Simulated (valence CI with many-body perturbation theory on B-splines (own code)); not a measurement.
Energy levels of I²¹⁺

Method: configuration interaction combined with many-body perturbation theory (CI+MBPT): four valence electrons over a frozen Dirac-Fock core [Ar] 3d10, radial functions for each j: 11 s, 11 p, 9 d, 7 f, 5 g, 2 h, 1 i, with the one-electron correlation potential Σ1, the two-electron term Σ2, the three-electron term Σ3, Breit, model QED; selected CI, second order for the rest (own B-spline code, finite nucleus).

No measured levels were compared; by estimate levels hold to about 250 cm⁻¹ or 0.2 % of their energy and the worst to 1 %, as in measured heavy ions of charge 2 to 7; those with d or f electrons hold less well.

Levels 46 to 71 of 71, with energies above the lowest level, 4s²4p² ³P_0. "Leading %" is the weight of the configuration and term that name the level; weights of strongly mixed levels are sums over their largest components and can fall short. Lifetimes count E1, E2, E3, M1 and M2 decay at the calculated energies, and are blank where another channel may lead or the interval is too uncertain; long ones can be off by a factor of two.

```csv
No.,Configuration,Term,J,E (cm⁻¹),Leading %,Lifetime,Second component,g
46,4s4p²4d,⁵P,2,1304700,64,4.10 ps,16 % 4s4p²4d ³P,1.673
47,4s4p²4d,⁵P,1,1309500,70,3.85 ps,14 % 4s4p²4d ³P,2.256
48,4s4p²4d,³G,3,1317300,65,34.5 ps,21 % 4s4p²4d ¹F,0.837
49,4s4p²4d,³P,1,1318900,31,6.27 ps,21 % 4s4p²4d ³D,1.018
50,4s4p²4d,³F,2,1319700,40,7.53 ps,25 % 4s4p²4d ³P,1.073
51,4p⁴,¹S,0,1322200,38,20.1 ps,26 % 4p⁴ ³P,
52,4s4p²4d,³G,4,1335600,25,27.2 ps,22 % 4s4p²4d ³F,1.198
53,4s4p²4d,³G,4,1351900,46,42.5 ps,22 % 4s4p²4d ³F,1.115
54,4s4p²4d,³D,3,1361100,46,10.6 ps,18 % 4s4p²4d ¹F,1.184
55,4s4p²4d,³D,1,1362600,72,6.55 ps,9 % 4s4p²4d ³P,0.719
56,4s4p²4d,³D,3,1369000,43,4.68 ps,31 % 4s4p²4d ³F,1.179
57,4s4p²4d,³D,1,1377100,64,9.79 ps,13 % 4s4p²4d ¹P,0.733
58,4s4p²4d,³P,0,1383500,59,6.00 ps,16 % 4s4p²4d ¹S,
59,4s4p²4d,³F,4,1390300,44,26.5 ps,32 % 4s4p²4d ¹G,1.199
60,4s4p²4d,³F,2,1392500,40,5.34 ps,35 % 4s4p²4d ³D,0.953
61,4s4p²4d,³P,0,1392900,86,4.43 ps,5 % 4s²4d² ³P,
62,4s4p²4d,³G,5,1398300,72,82.4 ps,25 % 4s4p²4d ⁵F,1.249
63,4s4p²4d,³F,2,1399400,42,4.40 ps,17 % 4s4p²4d ³D,0.933
64,4s4p²4d,³F,3,1400000,43,6.88 ps,18 % 4s4p²4d ¹F,1.111
65,4s4p²4d,³D,1,1400100,53,3.72 ps,21 % 4s4p²4d ³P,0.941
66,4s4p²4d,³P,1,1405800,47,5.39 ps,30 % 4s4p²4d ³S,1.484
67,4s4p²4d,³D,2,1407400,68,3.74 ps,7 % 4s4p²4d ³P,1.224
68,4s4p²4d,³D,2,1410100,59,5.90 ps,8 % 4s4p²4d ³P,1.167
69,4s4p²4d,³D,3,1422400,45,3.38 ps,24 % 4s4p²4d ³F,1.284
70,4s4p²4d,³P,2,1437800,41,3.65 ps,16 % 4s4p²4d ¹D,1.306
71,4s4p²4d,³P,1,1438000,33,4.28 ps,28 % 4s4p²4d ¹P,1.397
```

Names give the largest LS component (configuration and term), which can be under half, so a name can repeat, a term be missing and a line seem to break the LS rules; names also repeat where a configuration has a term twice.

Where two levels of one J and parity lie close, their mixing, g and order are uncertain.
